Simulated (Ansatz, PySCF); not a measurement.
Three-fold rotor about S1–Ge2 in GeH4S (SMILES [SH][GeH3]); single points on GFN2-xTB geometries with the dihedral held.
Staggered geometry (60°) (charge 0, multiplicity 1):
```xyz
6

S      1.482    -0.845    -0.108
Ge    -0.541    -0.005     0.011
H      2.085     0.329     0.027
H     -0.771     0.986    -1.092
H     -0.754     0.682     1.329
H     -1.497    -1.143    -0.125
```

Frozen-core correlation. Filled d and f shells under p-block atoms count as core. CBS(a, b) extrapolates the correlation energy as X⁻³ and adds the Hartree–Fock energy of set b. MP2 and its Hartree–Fock in def2-QZVPP are density fitted. Rows in 6-31G* carry no dispersion term and start afresh at each structure (6-31G* with six Cartesian d functions); the Pople sets are all-electron and without relativity.

Codes used: Ansatz (Gaussian basis) for Hartree–Fock, density functionals and correlated methods; PySCF for 6-31G* rows. Each number belongs to the level named beside it.

Energies above the staggered point (kcal/mol):

```json
[
 {"dihedral (°)": "0", "PBE/def2-TZVPP": "0.587", "B3LYP/6-31G*": "0.688", "MP2/CBS(def2-TZVPP, def2-QZVPP) + ΔCCSD(T)/def2-TZVPP": "0.587"},
 {"dihedral (°)": "20", "PBE/def2-TZVPP": "0.431", "B3LYP/6-31G*": "0.506", "MP2/CBS(def2-TZVPP, def2-QZVPP) + ΔCCSD(T)/def2-TZVPP": "0.431"},
 {"dihedral (°)": "40", "PBE/def2-TZVPP": "0.152", "B3LYP/6-31G*": "0.175", "MP2/CBS(def2-TZVPP, def2-QZVPP) + ΔCCSD(T)/def2-TZVPP": "0.151"},
 {"dihedral (°)": "60", "PBE/def2-TZVPP": "0.000", "B3LYP/6-31G*": "0.000", "MP2/CBS(def2-TZVPP, def2-QZVPP) + ΔCCSD(T)/def2-TZVPP": "0.000"},
 {"dihedral (°)": "80", "PBE/def2-TZVPP": "0.126", "B3LYP/6-31G*": "0.152", "MP2/CBS(def2-TZVPP, def2-QZVPP) + ΔCCSD(T)/def2-TZVPP": "0.130"},
 {"dihedral (°)": "100", "PBE/def2-TZVPP": "0.425", "B3LYP/6-31G*": "0.502", "MP2/CBS(def2-TZVPP, def2-QZVPP) + ΔCCSD(T)/def2-TZVPP": "0.428"},
 {"dihedral (°)": "120", "PBE/def2-TZVPP": "0.589", "B3LYP/6-31G*": "0.690", "MP2/CBS(def2-TZVPP, def2-QZVPP) + ΔCCSD(T)/def2-TZVPP": "0.589"}
]
```

Moments of inertia of the two ends about the bond: 1.766 and 6.025 u Å².

Question: Fit V = V₃/2 (1 − cos 3φ) + V₆/2 (1 − cos 6φ), φ counted from the staggered point, and estimate the harmonic torsional frequency.

Answer: 
V₃ is the energy at φ = 60°; at φ = 20° (mean of both sides) V = 0.25 V₃ + 0.75 V₆. The reduced moment I₁I₂/(I₁ + I₂) = 1.366 u Å² gives F = 16.8576/I = 12.342 cm⁻¹ (a rough rule where the frame isn't a symmetric top). Near the minimum V = kφ²/2 with k = (9V₃ + 36V₆)/2, and ω = √(2Fk), with 1 kcal/mol = 349.755 cm⁻¹.
- PBE/def2-TZVPP: V₃ = 0.59, V₆ = -0.010 kcal/mol, k = 860 cm⁻¹/rad², ω = 146 cm⁻¹
- B3LYP/6-31G*: V₃ = 0.69, V₆ = -0.011 kcal/mol, k = 1011 cm⁻¹/rad², ω = 158 cm⁻¹
- MP2/CBS(def2-TZVPP, def2-QZVPP) + ΔCCSD(T)/def2-TZVPP: V₃ = 0.59, V₆ = -0.009 kcal/mol, k = 867 cm⁻¹/rad², ω = 146 cm⁻¹

Ansatz is a program for electronic structure.
